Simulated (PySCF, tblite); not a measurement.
Species: C5H11NSi.
Z-matrix (Å and degrees, GFN2-xTB geometry), rows numbered from 1:
```
C 
N   1  1.4353
C   2  1.2623  1  119.91
C   3  1.4764  2  127.93  1    -0.77
C   4  1.5393  3  116.61  2   175.89
C   5  1.5442  4  100.58  3   125.20
Si  6  1.9091  5   91.80  4    -6.15
H   1  1.0949  2  111.23  3   -67.82
H   1  1.0897  2  107.85  3   173.00
H   1  1.0976  2  111.83  3    52.64
H   3  1.0866  2  115.29  1  -178.46
H   4  1.0923  3  109.20  2    47.08
H   5  1.0903  4  111.07  3     7.20
H   5  1.0896  4  112.80  3  -114.08
H   6  1.0878  5  113.25  4  -126.69
H   6  1.0884  5  112.46  4   111.73
H   7  1.4636  4  115.98  3   120.64
H   7  1.4612  4  115.19  3   -11.82
```

Method used: wB97X-D/def2-SVPD in PySCF (dipole) on a GFN2-xTB geometry, gas phase.

Masses are those of the commonest isotopes; rigid-rotor values at the optimised geometry. The values belong to one conformer with, in the numbering `[CH3:1]/[N:2]=[CH:3]\[C@H:4]1[CH2:5][CH2:6][SiH2:7]1`, N2–C3–C4–C5 176°.

Question: Give the principal moments of inertia and the rotational constants in GHz.

Answer: Ia = 120.55, Ib = 353.85, Ic = 427.83 u·Å²; 505379 MHz·u·Å²/I gives 4192, 1428 and 1181 MHz, that is A = 4.1923, B = 1.4282, C = 1.1813 GHz.

Question: Classify the top.

Answer: An asymmetric top; Ray's κ = -0.836.

Question: Is it planar, by Δ = Ic − Ia − Ib?

Answer: Not planar: Δ = Ic − Ia − Ib = -46.58 u·Å². For a rigid frame Δ = −2 Σ m c², so Σ m c² = 23.29 u·Å² lies off the ab plane: 12.06 from hydrogen and 11.23 from heavier atoms. The atom farthest from that plane is 1.50 Å away.

Question: Give the other two planar moments, Paa and Pbb, and the rms extents of the mass along the axes.

Answer: Paa = Σ m a² = (Ib + Ic − Ia)/2 = 330.56 and Pbb = Σ m b² = (Ia + Ic − Ib)/2 = 97.26 u·Å². With the mass M = 113.07 u, the rms extents √(P/M) along a, b and c are 1.71, 0.93, 0.45 Å.

Question: Give the coordinates in the principal-axis frame, origin at the centre of mass.

Answer: The sense of each axis is arbitrary; atoms in the order of the calculation.
```tsv
atom	mass (u)	a (Å)	b (Å)	c (Å)
C1	12.000	2.588	0.647	-0.462
N2	14.003	2.235	-0.416	0.436
C3	12.000	1.064	-0.887	0.424
C4	12.000	-0.073	-0.471	-0.419
C5	12.000	-1.368	-1.293	-0.286
C6	12.000	-2.382	-0.175	0.041
Si7	27.977	-0.994	1.131	0.162
H8	1.008	2.589	0.304	-1.502
H9	1.008	3.591	0.985	-0.203
H10	1.008	1.889	1.491	-0.390
H11	1.008	0.872	-1.671	1.152
H12	1.008	0.261	-0.383	-1.456
H13	1.008	-1.293	-2.013	0.529
H14	1.008	-1.615	-1.841	-1.195
H15	1.008	-2.958	-0.369	0.943
H16	1.008	-3.095	-0.011	-0.765
H17	1.008	-1.022	2.237	-0.795
H18	1.008	-0.645	1.597	1.502
```

Question: Which types of transition are allowed, and where do some lines up to J = 2 fall?

Answer: The dipole components are |μa| = 2.31 D, |μb| = 0.54 D, |μc| = 1.24 D. The squared components, which scale the intensities, stand as 1.00 : 0.05 : 0.29 (a : b : c). Some lines, for components of 0.1 D or more:

```tsv
type	branch	J(Ka,Kc)	MHz	lower level (cm⁻¹)
a	Q	2(1,1) ← 2(1,2)	741	0.345
b	R	2(0,2) ← 1(1,1)	2439	0.179
c	Q	2(1,2) ← 2(0,2)	2533	0.261
a	R	1(0,1) ← 0(0,0)	2609	0.000
c	Q	1(1,1) ← 1(0,1)	2764	0.087
b	Q	1(1,0) ← 1(0,1)	3011	0.087
b	Q	2(1,1) ← 2(0,2)	3274	0.261
a	R	2(1,2) ← 1(1,1)	4972	0.179
a	R	2(0,2) ← 1(0,1)	5203	0.087
b	R	1(1,1) ← 0(0,0)	5374	0.000
a	R	2(1,1) ← 1(1,0)	5466	0.187
c	R	1(1,0) ← 0(0,0)	5621	0.000
b	R	2(1,2) ← 1(0,1)	7736	0.087
c	Q	2(2,1) ← 2(1,1)	8292	0.370
b	Q	2(2,0) ← 2(1,1)	8308	0.370
c	R	2(1,1) ← 1(0,1)	8477	0.087
b	Q	2(2,1) ← 2(1,2)	9033	0.345
b	R	2(2,1) ← 1(1,0)	13758	0.187
c	R	2(2,0) ← 1(1,0)	13774	0.187
c	R	2(2,1) ← 1(1,1)	14005	0.179
b	R	2(2,0) ← 1(1,1)	14021	0.179
```

Its GFN2-xTB frequencies are all real (lowest 42 cm⁻¹). Constants of a rigid frame at the computed geometry: no zero-point averaging, no centrifugal distortion. A rigid rotor knows nothing of internal rotation, which can split or shift real lines. Quadrupole hyperfine structure (14N) is left out.
